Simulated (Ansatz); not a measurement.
Two structures of BH5SO3, closed shell, reached by relaxing down either side of one saddle point (PBE0-D4/def2-TZVP). Energies are electronic, without zero-point energy. Program: Ansatz 0.2.0. Basis: def2-TZVPP and def2-QZVPP. Cores are frozen in the correlated methods. Extrapolation: Hartree–Fock as exp(−7.88 √X), correlation as X^−2.97. First:

| atom | x (Å) | y (Å) | z (Å) |
| --- | --- | --- | --- |
| B1 | -0.1323 | -0.0084 | -0.8960 |
| O2 | 1.0711 | 0.5237 | -0.5407 |
| O3 | -0.2065 | -0.7224 | -2.0657 |
| O4 | -1.1718 | 0.2247 | -0.0387 |
| H5 | 1.3602 | 0.4382 | 1.8040 |
| S6 | 0.8177 | 0.1768 | 3.0051 |
| H7 | 1.7538 | 0.3193 | -1.1831 |
| H8 | -1.0641 | -1.0867 | -2.2852 |
| H9 | -2.0098 | -0.1589 | -0.2963 |
| H10 | -0.4184 | 0.2937 | 2.4966 |

Second:

```
10
angstrom
B -0.7401 -0.4521 0.0138
O 2.4581 1.0025 -0.6827
O 0.0955 -0.8554 -0.9837
O -2.0278 -0.1408 -0.2912
H 2.2939 1.1698 0.2483
S 0.0201 -0.3940 1.6756
H 1.8514 0.2872 -0.9031
H -0.3461 -0.8871 -1.8380
H -2.5812 0.1130 0.4480
H -1.0239 0.1569 2.3129
```

(1) Which bonds change from the first to the second?

(2) Give the saddle point's structure and its height above each. (To be estimated.)

The T1 diagnostic stays at or below 0.013.

Results:

(1) BH₃O₃ ([OH][B]([OH])[OH]) + H₂S → BH₃SO₂ ([OH][B]([OH])[SH]) + H₂O; bonds formed: B1–S6, O2–H5; bonds broken: B1–O2, H5–S6.

(2) The calculation gives: 151.7 kJ/mol above the first and 104.0 kJ/mol above the second (CCSD(T) at an estimated basis limit (MP2 extrapolated from triple and quadruple zeta, plus CCSD(T) − MP2 in triple zeta)).
```json
{"atom": "B1", "x (Å)": "-0.1537", "y (Å)": "0.0142", "z (Å)": "-0.3660"}
{"atom": "O2", "x (Å)": "1.0709", "y (Å)": "0.9112", "z (Å)": "-0.3185"}
{"atom": "O3", "x (Å)": "0.1112", "y (Å)": "-1.0595", "z (Å)": "-1.2008"}
{"atom": "O4", "x (Å)": "-1.3137", "y (Å)": "0.7562", "z (Å)": "-0.3365"}
{"atom": "H5", "x (Å)": "1.2242", "y (Å)": "0.4349", "z (Å)": "0.7389"}
{"atom": "S6", "x (Å)": "0.3671", "y (Å)": "-0.6440", "z (Å)": "1.7328"}
{"atom": "H7", "x (Å)": "1.7312", "y (Å)": "0.5818", "z (Å)": "-0.9427"}
{"atom": "H8", "x (Å)": "-0.6518", "y (Å)": "-1.5934", "z (Å)": "-1.4232"}
{"atom": "H9", "x (Å)": "-2.1108", "y (Å)": "0.2361", "z (Å)": "-0.2314"}
{"atom": "H10", "x (Å)": "-0.2745", "y (Å)": "0.3626", "z (Å)": "2.3472"}
```

Labels in which every atom is bracketed show which atoms are joined, not bond orders.

For scale, one of the runs: CCSD(T)/def2-TZVPP, 236 basis functions, launched by `ansatz run in.yaml --threads 4 --pin off --events-out ev --progress --plain --max-ram 9574MiB`. Hardware: 4 CPU threads of an Arm Neoverse V1, shared host. Wall time 2.2 min; peak host memory 4.6 GiB.
